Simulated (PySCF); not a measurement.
**Computed structure and properties of [LuCl2]+**

System: [LuCl2]+ (singlet in the valence; each metal's 4f electrons, 14 of them, lie in its core potential, out of spins and levels); start: template (C2v). Method: PySCF 2.14.0, RKS PBE0, Lu lcecp-1-SVP with ECP60, Cl def2-SVP; non-relativistic Hamiltonian with scalar-relativistic core potentials where named; density fitting; no spin-orbit coupling.

Input of the relaxation:

```python
mol = gto.M(atom='''
Lu     0.00000     0.00000    -0.29783
Cl     2.33010    -0.00000     0.74497
Cl    -2.33010     0.00000     0.74497''',
    basis={'Lu': 'lcecp-1-SVP', 'Cl': 'def2-SVP'},
    ecp={'Lu': 'lcecp-1-SVP'},
    charge=1, spin=0)
mf = dft.RKS(mol, xc='PBE0')
mf.grids.atom_grid = (50, 194)  # f atoms: unpruned, at least (60, 302)
mf = mf.density_fit()  # fitting sets: Lu AutoAux, Cl def2-universal-JKFIT
mf.conv_tol = 1e-08; mf.max_cycle = 55
mf.kernel(dm0)  # dm0: converged density of the start geometry
# quasi-Newton relaxation in Cartesian coordinates to a largest gradient under 0.00045 Eh/bohr, steps kept in the point group
```

Run from Python with OMP_NUM_THREADS=2; the lines above give its settings. Where DIIS fails, smearing, a level shift and second-order steps follow.
It took 12 s on 2 threads of Arm Neoverse V2, with other jobs on the host, from the converged density of the start.

Course of the relaxation:

```
step  energy above end (eV)  largest force component within the symmetry (eV/Å)
   0                 0.7063                                               2.387
   1                 0.1996                                               1.248
   2                 0.0828                                               0.843
   3                 0.0435                                               0.195
   4                 0.0201                                               0.285
   5                 0.0061                                               0.289
   6                 0.0003                                               0.069
   7                 0.0000                                               0.003
```

Relaxed geometry (C2v):

```xyz
3

Lu    0.0000    0.0000   -0.4547
Cl    1.9407    0.0000    0.8234
Cl   -1.9407    0.0000    0.8234
```

```csv
contact,Å
Lu1–Cl2 (Cl),2.324
Lu1–Cl3 (Cl),2.324
```

On the finer grid (75, 302):

```json
{
 "HOMO": "-14.02 eV",
 "LUMO": "-8.49 eV",
 "Dipole about the centre of mass": "6.00 D",
 "Set of Mulliken populations of Lu1 outside the core potential": "s 2.30, p 6.25, d 1.16, f 0.04",
 "D3(BJ) dispersion energy (not in the energies)": "-0.068 eV"
}
```

```tsv
atom	Mulliken (e)	Löwdin (e)	spin (e)
Lu1	1.24	0.62	0.00
Cl2	-0.12	0.19	0.00
Cl3	-0.12	0.19	0.00
```

The 4f levels lie in the core potential and are missing.

On the grid (50, 194), as all that follows. Harmonic modes: a minimum; lowest 83 cm⁻¹ (negative: unstable), highest 407 cm⁻¹, zero-point energy 0.055 eV.

Taking off one Cl (charge -1, singlet; the rest: singlet) in vacuum, both parts rigid, costs 15.28 eV; the small basis without counterpoise inflates it. Most of it is the attraction of opposite charges; other ways to part are cheaper, and one spin state was tried for the rest.

Rigid scan of Cl along the line from its metal:

| distance to Cl2 (Å) | energy (eV) |
| --- | --- |
| 2.02 | 1.186 |
| 2.12 | 0.456 |
| 2.22 | 0.099 |
| 2.32 | 0.000 |
| 2.42 | 0.076 |
| 2.52 | 0.269 |
| 2.72 | 0.853 |
| 3.02 | 1.903 |
| 3.42 | 3.210 |
| 3.92 | 4.418 |

One start shape was tried, so this needn't be the lowest isomer.

An lcecp potential fixes the number of 4f electrons, so in runs with it no electron can move into or out of that shell.
